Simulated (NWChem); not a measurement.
Program: NWChem. System: C₂H₇Al, charge 0, spin multiplicity 1, at a geometry optimised with PBE0/def2-SVP. The structure started from a generated list of species. Level: RI-MP2/cc-pVDZ, 7 core orbitals frozen.

The NWChem input:

```
start mol
memory heap 200 mb stack 900 mb global 1100 mb
geometry units angstroms nocenter noautoz
  Al     0.000000     0.000000    -0.503030
  C      1.727275     0.000000     0.422846
  H      2.327080    -0.880199     0.131206
  H      1.643950     0.000000     1.521031
  H      2.327080     0.880199     0.131206
  C     -1.727275     0.000000     0.422846
  H     -2.327080     0.880199     0.131206
  H     -1.643950     0.000000     1.521031
  H     -2.327080    -0.880199     0.131206
  H      0.000000     0.000000    -2.101636
  symmetry group C2v
end
basis spherical
  * library cc-pvdz
end
basis "ri-mp2 basis" spherical
  * library cc-pvdz-ri
end
scf
  rhf
  nopen 0
  maxiter 100
  thresh 1e-7
  semidirect memsize 60000000 filesize 0
end
mp2
  freeze core 7
end
task rimp2 energy
```

Part of the output:

```
             Northwest Computational Chemistry Package (NWChem) 7.3.0
             --------------------------------------------------------

                                NWChem Input Module
                                -------------------

 Scaling coordinates for geometry "geometry" by  1.889725989
 (inverse scale =  0.529177249)

 Turning off AUTOSYM since
 SYMMETRY directive was detected!

                             Geometry "geometry" -> ""
                             -------------------------

 Output coordinates in angstroms (scale by  1.889725989 to convert to a.u.)

  No.       Tag          Charge          X              Y              Z
 ---- ---------------- ---------- -------------- -------------- --------------
    1 Al                  13.0000     0.00000000     0.00000000    -0.50303000
    2 C                    6.0000     1.72727500     0.00000000     0.42284600
    3 H                    1.0000     2.32708000    -0.88019900     0.13120600
    4 H                    1.0000     1.64395000     0.00000000     1.52103100
    5 H                    1.0000     2.32708000     0.88019900     0.13120600
    6 C                    6.0000    -1.72727500     0.00000000     0.42284600
    7 H                    1.0000    -2.32708000     0.88019900     0.13120600
    8 H                    1.0000    -1.64395000     0.00000000     1.52103100
    9 H                    1.0000    -2.32708000    -0.88019900     0.13120600
   10 H                    1.0000     0.00000000     0.00000000    -2.10163600

 Effective nuclear repulsion energy (a.u.)      95.9035553295

            Nuclear Dipole moment (a.u.)
            ----------------------------
        X                 Y               Z
 ---------------- ---------------- ----------------
    -0.0000000000     0.0000000000     0.0000226767

      Symmetry information
      --------------------

 Group name             C2v
 Group number             16
 Group order               4
 No. of unique centers     5

      Symmetry unique atoms

     1    2    3    4   10


 Summary of "ao basis" -> "" (spherical)
 ------------------------------------------------------------------------------
[...]
 ------------------------------------------------------------------------------
       Tag                 Description            Shells   Functions and Types
 ---------------- ------------------------------  ------  ---------------------
 Al                        cc-pvdz-ri               24       76   9s7p5d3f
 C                         cc-pvdz-ri               18       56   7s5p4d2f
 H                         cc-pvdz-ri                6       14   3s2p1d

 SCF Reference Information:
            File: './mol.movecs'
           Title: ''
    Size (AOxMO):     81 x     81
       Total Occ:              32.00
 RI-MP2 Calculation Information:
          Nr. of AO basis functions:         81
     Nr. of fitting basis functions:        286
               Nr. of MO spin cases:          1
        Nr. of MOs to be correlated:         74
     Nr. of occupied MOs correlated:          9
      Nr. of virtual MOs correlated:         65

          RI integral approximation: 'V'
    Threshold for Schwarz screening:  1.000E-09
 Smallest eigenvalue retained in fit  1.000E-08
    Type of storage for MO integrals 'EAF library'

 Transformation block size    9, requiring     1 integral passes.
 XForm_3cInts: Completed     1:    9 pass.
 Energy evaluation using block sizes     9    9
 RIMP2_V_E2: Approx. ints. done (    1:    9,    1:    9)
 RIMP2_V_E2: Copy to B done (    1:    9,    1:    9)
 RIMP2_V_E2: Denominators done (    1:    9,    1:    9)
 RIMP2_V_E2: Completed block (    1:    9,    1:    9)

          -------------------------------------------
          SCF energy                -321.727666236439
          Correlation energy          -0.365522338686
          Total MP2 energy          -322.093188575125
          -------------------------------------------

 -----------------------
 Performance information
 -----------------------

 Timer overhead =  1.99D-07 seconds/call

               Nr. of calls         CPU time (s)                 Wall time (s)                GFlops
             ---------------    -------------------     ------------------------------   -------------------
Name         Min   Avg   Max    Min     Avg     Max     Min     Avg     Max   Mx/calls   Min     Max     Sum
Overall       1     1     1    1.8     1.8     1.8      1.8     1.8     1.8     1.8      0.0     0.0     0.0
3c integr     1     1     1   0.48    0.48    0.48     0.48    0.48    0.48    0.48      0.0     0.0     0.0
Energy        1     1     1   4.78E-2 4.78E-2 4.78E-2  4.78E-2 4.78E-2 4.78E-2 4.78E-2   0.0     0.0     0.0
3c integr     1     1     1   0.46    0.46    0.46     0.46    0.46    0.46    0.46      0.0     0.0     0.0
First 2/3     3     3     3   4.28E-3 4.28E-3 4.28E-3  4.28E-3 4.28E-3 4.28E-3 1.43E-3   0.0     0.0     0.0
Final 1/3     1     1     1   5.75E-3 5.75E-3 5.75E-3  5.75E-3 5.75E-3 5.75E-3 5.75E-3   0.0     0.0     0.0
Write 3c      1     1     1   1.70E-3 1.70E-3 1.70E-3  1.70E-3 1.70E-3 1.70E-3 1.70E-3   0.0     0.0     0.0
Read 3c i     1     1     1   4.49E-4 4.49E-4 4.49E-4  4.49E-4 4.49E-4 4.49E-4 4.49E-4   0.0     0.0     0.0
Fitting b     1     1     1   6.97E-2 6.97E-2 6.97E-2  6.98E-2 6.98E-2 6.98E-2 6.98E-2   0.0     0.0     0.0
Schwarz i     1     1     1   1.09E-2 1.09E-2 1.09E-2  1.09E-2 1.09E-2 1.09E-2 1.09E-2   0.0     0.0     0.0
Form 4ci      1     1     1   9.78E-3 9.78E-3 9.78E-3  9.78E-3 9.78E-3 9.78E-3 9.78E-3   0.0     0.0     0.0
Form A &      1     1     1   3.35E-2 3.35E-2 3.35E-2  3.35E-2 3.35E-2 3.35E-2 3.35E-2   0.0     0.0     0.0
Denominat     1     1     1   3.88E-4 3.88E-4 3.88E-4  3.88E-4 3.88E-4 3.88E-4 3.88E-4   0.0     0.0     0.0
Pair Ener     1     1     1   1.75E-3 1.75E-3 1.75E-3  1.75E-3 1.75E-3 1.75E-3 1.75E-3   0.0     0.0     0.0

 The average no. of pstat calls per process was 1.60D+01
 with a timing overhead of 3.18D-06s

 Task  times  cpu:        1.8s     wall:        1.8s

 Total times  cpu:        1.8s     wall:        1.8s
```
